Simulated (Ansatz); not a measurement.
Ansatz (an electronic-structure program) input (RPA@PBE/cc-pVTZ):

Ansatz 0.2 input:
```yaml
crystal:
  periodic: [false, false, false]
  atoms:
    - {symbol: C, position_ang: [0.13072585, -1.86744777, -0.15382281]}
    - {symbol: C, position_ang: [-0.23029610, -0.40647442, 0.00975323]}
    - {symbol: O, position_ang: [0.87836515, 0.36450092, 0.45309886]}
    - {symbol: C, position_ang: [1.05938933, 0.37995897, 1.85241134]}
    - {symbol: O, position_ang: [-0.63277138, 0.07535864, -1.23118660]}
    - {symbol: C, position_ang: [-1.14228511, 1.39916348, -1.20399188]}
    - {symbol: H, position_ang: [0.48171823, -2.28379375, 0.79074114]}
    - {symbol: H, position_ang: [-0.73838360, -2.43664428, -0.48364389]}
    - {symbol: H, position_ang: [0.92162755, -1.95883663, -0.89807342]}
    - {symbol: H, position_ang: [-1.04618021, -0.27843846, 0.74445157]}
    - {symbol: H, position_ang: [1.33437225, -0.60556486, 2.24607116]}
    - {symbol: H, position_ang: [0.15368464, 0.72109877, 2.36998922]}
    - {symbol: H, position_ang: [1.87012847, 1.07584746, 2.06154233]}
    - {symbol: H, position_ang: [-1.98486193, 1.47872705, -0.50568346]}
    - {symbol: H, position_ang: [-1.49093559, 1.62141304, -2.21055754]}
    - {symbol: H, position_ang: [-0.37112357, 2.11611345, -0.91623425]}
basis:
  gaussian:
    orbitals: cc-pVTZ
hamiltonian:
  xc: pbe
magnetization: {spin_polarized: false}
correlation: {method: rpa, electrons: outside_noble_gas}
```

End of the output:

```
integrals: 1.05 GiB planned
1828 factors; integrals over basis functions are off by at most 1.0e-3 eV
0.41 GiB of the device are held for the grids
1.63 GiB of device memory are held for the factors and their scratch space
mean field: 2.57 GiB planned
mean field evaluation 1: about -8382.4233 eV, gradient 8.3e1 eV
mean field evaluation 2: about -8382.4136 eV, gradient 8.3e1 eV
mean field evaluation 4: about -8396.2933 eV, gradient 2.4e1 eV
mean field evaluation 8: about -8397.3767 eV, gradient 2.4e-1 eV
mean field evaluation 16: about -8397.3746 eV, gradient 1.4e-4 eV
mean field -8397.37456573 eV, -308.5978233458 hartree, gradient 3.9e-6 eV, S^2 0.000000; 0 other end points of the search recorded, 0 dependent functions left out
6 core orbitals not correlated
reference -8355.03438123 eV, -307.0418502644 hartree; 19, 19 occupied and 295, 295 virtual orbitals, 1828 factors
Total energy: -8407.09738843 eV, -308.9551304895 hartree
```
